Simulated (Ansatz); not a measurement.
Reaction: C2H6Be (SMILES [CH3][Be][CH3]) → C2H6Be (parent SMILES [CH3][Be][CH3], triplet)
Each species at its own B3LYP-D3(BJ)/def2-TZVP minimum (Ansatz, a quantum-chemistry and plane-wave program).

Total energies in hartree (Ansatz). Open shells are spin-unrestricted; no spin-orbit coupling. Correlated methods leave the cores frozen. No relativity. The UHF reference of C2H6Be (parent SMILES [CH3][Be][CH3], triplet) is spin-contaminated (<S^2> up to 0.03 over the pure value in the sets run). The spin of C2H6Be (parent SMILES [CH3][Be][CH3], triplet) was assumed, and the state is the lowest solution found for it.

```csv
species,HF/def2-TZVPP,CCSD(T)/def2-TZVPP,HF/def2-QZVPP,CCSD(T)/def2-QZVPP,CCSD(T)/def2-SVP,CCSDT(Q)/def2-SVP
1: C2H6Be (SMILES [CH3][Be][CH3]),-93.90329,-94.36181,-93.91039,-94.39385,-94.17162,-94.17290
"2: C2H6Be (parent SMILES [CH3][Be][CH3], triplet)",-93.77217,-94.21499,-93.77896,-94.24449,-94.02628,-94.02795
```

Q: Work out the adiabatic triplet-singlet gap (electronic) in kcal/mol: take Hartree-Fock from def2-QZVPP, extrapolate the CCSD(T) correlation energy as X^-3 (X = 3, 4), and add CCSDT(Q) - CCSD(T) in def2-SVP. 1 hartree = 627.51 kcal/mol.

A: 
Species 1: correlation (64·(-0.48346) - 27·(-0.45852))/37 = -0.50166; step -0.00128; E1 = -93.91039 + (-0.50166) + (-0.00128) = -94.41333
Species 2: correlation (64·(-0.46553) - 27·(-0.44282))/37 = -0.48210; step -0.00167; E2 = -93.77896 + (-0.48210) + (-0.00167) = -94.26273
-1·E1 +1·E2 = 0.15060 hartree = 94.5 kcal/mol.
